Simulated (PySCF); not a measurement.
# Telling isomers of C₈H₇P apart by NMR

PySCF 2.14.0 with density-fitted response routines calculation with GIAO PBE0/pcSseg-1 shieldings and GFN2-xTB geometry; rapidly exchanging positions averaged, no solvent model, a single conformation, non-relativistic.

References, each an isolated molecule treated in the same way: TMS for $^{1}$H (σ = 31.72 ppm), $^{13}$C (σ = 186.93 ppm). Splittings of carbon signals by F and P are missing where no couplings were computed. Where no couplings were computed, multiplicities follow the n + 1 count of equivalent neighbours, and m marks all less simple cases (inequivalent or close neighbours, rings, F or P nearby). Shifts are as computed. Against solution values, carbons near 30 ppm lie about +3 ppm off and those near 130 ppm about +5 ppm. Of 1211 compounds with measured shifts, 218 miss one by over three times the rms of a fit or turn the order of signals round; such compounds aren't used in these exercises.

(1) Tabulate the signals of `Cc1ccc(C#P)cc1`, `C#Cc1cpccc1C`, `Cc1ccccc1C#P` and their relative energies.

(2) What is the quickest way to tell Cc1ccc(C#P)cc1 from Cc1ccccc1C#P?

(3) What is the quickest way to tell C#Cc1cpccc1C from Cc1ccccc1C#P?

(4) What is the quickest way to tell Cc1ccc(C#P)cc1 from C#Cc1cpccc1C?

Answers

(1) 
```json
{"SMILES": "Cc1ccc(C#P)cc1", "carbon types": "3×C 4×CH 1×CH3", "δC": "177.8, 146.0, 142.6, 134.0, 130.0, 24.6", "δH": "7.96 (m, 2H), 7.41 (d, 2H), 2.50 (s, 3H)", "E rel. (kcal/mol)": "0.3"}
{"SMILES": "C#Cc1cpccc1C", "carbon types": "3×C 4×CH 1×CH3", "δC": "171.1, 165.2, 148.4, 139.8, 131.8, 94.5, 88.4, 27.3", "δH": "9.52 (m, 1H), 9.10 (m, 1H), 8.12 (m, 1H), 3.28 (s, 1H), 2.75 (s, 3H)", "E rel. (kcal/mol)": "25.7"}
{"SMILES": "Cc1ccccc1C#P", "carbon types": "3×C 4×CH 1×CH3", "δC": "175.1, 151.6, 143.2, 135.5, 134.1, 132.2, 131.0, 25.3", "δH": "8.07 (m, 1H), 7.54 (m, 1H), 7.51 (m, 1H), 7.44 (m, 1H), 2.73 (s, 3H)", "E rel. (kcal/mol)": "0.0"}
```

Energies are electronic energies at PBE0/pcSseg-1 on these geometries, without zero-point or thermal terms, each for the one conformer computed, which needn't be the lowest.

(2) Count the carbon signals: 6 against 8. The first has a substituted aromatic carbon (C) at 146.0 ppm, the second a substituted aromatic carbon (C) at 151.6 ppm. Their most deshielded carbons lie at 177.8 and 175.1 ppm.

(3) Both give the same number of carbon signals, with the same numbers of each carbon type, so the positions decide. The first has an alkyne carbon (C) at 88.4 ppm, the second a carbon bonded to C, P (C) at 175.1 ppm. Their most deshielded carbons lie at 171.1 and 175.1 ppm. In the proton spectra the most deshielded non-exchanging signals are 9.52 (m, 1H) and 8.07 (m, 1H).

(4) Count the carbon signals: 6 against 8. The first has a carbon bonded to C, P (C) at 177.8 ppm, the second an alkyne carbon (C) at 88.4 ppm. Their most deshielded carbons lie at 177.8 and 171.1 ppm. In the proton spectra the most deshielded non-exchanging signals are 7.96 (m, 2H) and 9.52 (m, 1H).
